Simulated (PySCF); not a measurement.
Species: C₂H₁₀BNO₂Si₂.
Cartesian coordinates in Å at the PBE0-D3(BJ)/def2-SVP level; atoms count from 1:
```xyz
18
C2H10BNO2Si2 angstrom
O      2.272   -1.399   -0.483
B      1.883   -0.100   -0.588
O      2.651    0.728   -1.363
C      0.554    0.369    0.109
C      0.033   -0.542    1.245
Si    -1.820   -0.250    1.471
N     -2.214    0.228   -0.163
Si    -0.833    0.502   -1.185
H      3.068   -1.565   -1.001
H      2.329    1.633   -1.390
H      0.672    1.406    0.476
H      0.179   -1.598    0.960
H      0.608   -0.395    2.173
H     -2.122    0.822    2.479
H     -2.571   -1.471    1.905
H     -3.168    0.305   -0.498
H     -0.698   -0.510   -2.283
H     -0.838    1.847   -1.850
```

Level: PBE0/pcSseg-1 and PBE0/def2-SVPD in PySCF, non-relativistic, on one gas-phase PBE0-D3(BJ)/def2-SVP geometry that isn't relaxed in the solvent. The solvent is an IEF-PCM continuum (van der Waals radii × 1.2). Specific hydrogen bonds and non-electrostatic terms are outside this model.

Gas phase at PBE0/pcSseg-1: HOMO -7.23 eV, LUMO 0.37 eV, dipole 1.23 D.

What does the continuum do to the energy, the frontier levels and the dipole at PBE0/pcSseg-1 in benzene and methanol?

```
 solvent      ε  E(solvent) − E(gas) (kcal/mol)  polarisation term (kcal/mol)  distortion of the solute (kcal/mol)  HOMO (eV)  LUMO (eV)  dipole (D)
 benzene  2.271                           -3.42                         -3.54                                 0.12      -7.18       0.48        1.42
methanol  32.61                           -7.68                         -8.39                                 0.71      -7.17       0.58        1.77
```

The first energy column is the sum of the next two and covers electrostatics alone. From benzene to methanol the lowering changes by a factor 2.25, Onsager's factor (ε − 1)/(2ε + 1) by 2.08 and ε itself by 14.4.

Which radius a makes the point-dipole formula ΔE = −[(ε − 1)/(2ε + 1)]·μ²/a³ give the value in methanol, with the gas-phase dipole?

μ = 0.484 au and |ΔE| = 0.01224 Eh give a = 1.11 Å; the farthest nucleus lies 3.59 Å from the centroid of the nuclei, so such a sphere wouldn't even hold the nuclei. The formula assumes a rigid point dipole at the centre of a sphere.

Give the dipole vector in the frame of the coordinates (D, pointing from negative to positive charge), gas and methanol.

Gas (0.07, 1.17, -0.38), solvent (0.06, 1.70, -0.48). Its length changes by +44 % and its direction by 3°.

Which Hirshfeld charges (PBE0/pcSseg-1) respond most in benzene (means over atoms taken as equivalent)?

```json
{"atoms": "H9/H10", "environment": "hydroxyl hydrogen", "gas (e)": "+0.178", "solvent (e)": "+0.183", "change": "+0.005"}
{"atoms": "O1/O3", "environment": "boron-bound oxygen", "gas (e)": "-0.256", "solvent (e)": "-0.261", "change": "-0.005"}
{"atoms": "H16", "environment": "N–H hydrogen", "gas (e)": "+0.120", "solvent (e)": "+0.125", "change": "+0.005"}
{"atoms": "H11", "environment": "methine hydrogen", "gas (e)": "+0.036", "solvent (e)": "+0.040", "change": "+0.004"}
{"atoms": "H17", "environment": "Si–H hydrogen", "gas (e)": "-0.090", "solvent (e)": "-0.093", "change": "-0.003"}
{"atoms": "H14", "environment": "Si–H hydrogen", "gas (e)": "-0.095", "solvent (e)": "-0.098", "change": "-0.003"}
```

How do the nuclear quadrupole coupling constants eQVzz/h respond in benzene?

```csv
nucleus,Q (barn),gas (MHz),solvent (MHz),η gas,η solvent
17O at O1,-0.0256,-8.26,-8.08,0.20,0.21
11B at B2,0.04059,3.35,3.35,0.37,0.37
17O at O3,-0.0256,-8.41,-8.19,0.27,0.27
14N at N7,0.02044,-3.71,-3.64,0.38,0.36
```

Gas phase at PBE0/def2-SVPD: HOMO -7.25 eV, LUMO -0.12 eV, dipole 1.19 D.

What does the continuum do to the energy, the frontier levels and the dipole at PBE0/def2-SVPD in benzene?

```tsv
solvent	ε	E(solvent) − E(gas) (kcal/mol)	polarisation term (kcal/mol)	distortion of the solute (kcal/mol)	HOMO (eV)	LUMO (eV)	dipole (D)
benzene	2.271	-3.33	-3.48	0.15	-7.19	0.01	1.39
```

How does the static polarisability (PBE0/def2-SVPD, frozen core, with the continuum's full static response) change?

| medium | isotropic (au) | principal values (au) | ⟨r²⟩ of the electrons (bohr²) |
| --- | --- | --- | --- |
| gas | 101.7 | 87.4, 100.3, 117.4 | 1548.9 |
| benzene | 116.1 | 100.7, 114.9, 132.6 | 1548.9 |

The isotropic value in benzene is 1.14 times the gas-phase one; no cavity-field correction is applied. ⟨r²⟩ is taken about the centre of nuclear charge.
